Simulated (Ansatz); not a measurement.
Reaction (ligand exchange at the In–C bond): `[CH3][InH2]` + `[SiH3]N[SiH3]` → `[SiH3][N]([SiH3])[InH2]` + CH₄

Computed with Ansatz on PBE0-D4/def2-TZVP structures; ΔE is electronic, products minus reactants. CCSD(T)/CBS is the MP2 limit (def2-TZVPP, def2-QZVPP) plus CCSD(T) − MP2 in def2-TZVPP, frozen cores. This one scheme is used for every species. Functionals use def2-TZVPP. HSE06 is defined as in plane-wave codes. Elements past krypton have def2 core potentials. For In outer-core shells are correlated without core-valence functions, which leaves a few kJ/mol of doubt a bond.

`[CH3][InH2]`:

Cartesian coordinates in Å:
```
C 0.451 0.223 0.875
In -0.508 -0.274 -0.988
H 1.310 -0.420 1.067
H 0.799 1.259 0.833
H -0.253 0.145 1.704
H 0.319 -1.206 -2.188
H -2.119 0.274 -1.303
```

`[SiH3]N[SiH3]`:

Cartesian coordinates in Å:
```
Si -0.164 -1.543 -0.175
N -0.437 0.040 0.457
Si 0.321 1.528 0.021
H 1.047 -1.476 -1.030
H -1.306 -2.037 -0.993
H 0.046 -2.525 0.924
H -1.182 0.114 1.136
H 1.469 1.199 -0.860
H 0.802 2.253 1.228
H -0.599 2.447 -0.706
```

`[SiH3][N]([SiH3])[InH2]`:

```xyz
12

Si   -0.444    0.401   -1.578
N    -0.059   -0.023    0.051
Si    1.580    0.056    0.591
In   -1.548   -0.624    1.345
H    -1.911    0.272   -1.787
H    -0.042    1.803   -1.890
H     0.252   -0.483   -2.557
H     2.136    1.434    0.458
H     2.464   -0.852   -0.194
H     1.647   -0.343    2.023
H    -3.101   -0.631    0.634
H    -0.974   -1.011    2.906
```

CH₄:

```xyz
5

C     0.000    0.000    0.000
H    -0.073    0.794   -0.743
H     0.150    0.439    0.986
H     0.842   -0.648   -0.241
H    -0.920   -0.584   -0.002
```

```csv
level,ΔE (kJ/mol),difference from CCSD(T)/CBS
BLYP-D4,-72.0,5.7
HSE06-D4,-65.7,12.0
CAM-B3LYP-D4,-65.8,11.9
ωB97X-V,-66.0,11.7
ωB97M-V,-65.4,12.3
PBE-QIDH,-67.7,10.0
PBE0,-59.6,18.1
BHLYP,-58.7,19.0
HF/def2-SVP,-62.4,15.3
MP2/def2-TZVPP,-76.0,1.7
CCSD(T)/CBS,-77.7,0
```

Largest T1 diagnostic among the species: 0.015.

The D4 term adds −10.8 kJ/mol with B3LYP and −6.0 kJ/mol with PBE0; it sums over pairs of atoms, weighted by their polarisabilities, and B3LYP, whose exchange is more repulsive, gets the larger term. In def2-TZVPP, CCSD(T) changes the Hartree–Fock value by −15.7 kJ/mol (the triples alone add −4.3 kJ/mol) and MP2 by −19.1 kJ/mol. At CCSD(T), def2-SVP lies −3.4 kJ/mol from the extrapolated value and def2-TZVPP +5.0 kJ/mol.

B3LYP here is the variant with VWN-RPA as its local correlation; programs differ in this.
